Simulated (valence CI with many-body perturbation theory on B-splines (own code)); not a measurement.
How close is CI+MBPT for Sr⁵⁺?

Calculated by configuration interaction combined with many-body perturbation theory (CI+MBPT): five valence electrons over a frozen Dirac-Fock core [Ar] 3d10, radial functions for each j: 11 s, 11 p, 10 d, 8 f, 5 g, 2 h, with the one-electron correlation potential Σ1, the two-electron term Σ2, the three-electron term Σ3, Breit, model QED; selected CI, second order for the rest, scaled by the run's own slope (own B-spline code, finite nucleus).

Against 20 measured levels this calculation errs by 110 cm⁻¹ on average and by 299 at most. These come from a selection out of Sansonetti, J. Phys. Chem. Ref. Data 41, 013102 (2012). Levels without a partner in it may be off by more. Among the levels kept, up to 3300 cm⁻¹ of a level comes from second order outside the variational space, and about a tenth of that is noise between levels of different J, which matters for small intervals.

Measured levels: Sansonetti, J. Phys. Chem. Ref. Data 41, 013102 (2012). Pairs share parity and J, and are chosen by configuration, term and nearness in energy; levels without a clear partner are left out. Energies in cm⁻¹ above the measured ground level.

Names give the largest LS component (configuration and term), which can be under half, so a name can repeat, a term be missing and a line seem to break the LS rules; names also repeat where a configuration has a term twice. Letters in brackets count levels of one name in rising energy.

```tsv
Computed label	Label in the source	Measured	Computed	Difference
4s2.4p3 4S°_3/2	4s2 4p3 4S°	0	0.0	0
4s2.4p3 2D°_3/2	4s2 4p3 2D°	20134.7	20270.1	+135
4s2.4p3 2D°_5/2	4s2 4p3 2D°	23527	23640.2	+113
4s2.4p3 2P°_1/2	4s2 4p3 2P°	38531.1	38711.9	+181
4s2.4p3 2P°_3/2	4s2 4p3 2P°	43566.9	43726.1	+159
4s.4p4 4P_5/2	4s 4p4 4P	153170.8	152998.0	-173
4s.4p4 4P_3/2	4s 4p4 4P	159597.3	159398.5	-199
4s.4p4 4P_1/2	4s 4p4 4P	162238.2	162027.6	-211
4s.4p4 2D_3/2	4s 4p4 2D	188319.4	188242.2	-77
4s.4p4 2D_5/2	4s 4p4 2D	189978.4	189905.5	-73
4s.4p4 2P_3/2	4s 4p4 2P	215697	215643.9	-53
4s.4p4 2S_1/2 [a]	4s 4p4 2P	216644.3	216689.3	+45
4s.4p4 2S_1/2 [b]	4s 4p4 2S	227291.5	227282.7	-9
4s2.4p2.5s 4P_1/2	4s2 4p2 5s 4P	327320	327373.7	+54
4s2.4p2.5s 4P_3/2	4s2 4p2 5s 4P	333260	333325.1	+65
4s2.4p2.5s 2P_1/2	4s2 4p2 5s 2P	338240	338341.0	+101
4s2.4p2.5s 4P_5/2	4s2 4p2 5s 4P	338650	338662.6	+13
4s2.4p2.5s 2P_3/2	4s2 4p2 5s 2P	343870	343951.9	+82
4s2.4p2.5s 2D_5/2	4s2 4p2 5s 2D	355820	355884.7	+65
4s2.4p2.5s 2D_3/2	4s2 4p2 5s 2D	356820	356916.4	+96
4s2.4p2.5s 2S_1/2	4s2 4p2 5s 2S	378990	379289.3	+299
```

Over 20 excited levels the mean absolute difference is 110 cm⁻¹, the median 89 and the largest 299. The comparison draws on a selection of the measured levels: 21 of the 181 computed ones have a partner in it, and others may be off by more.
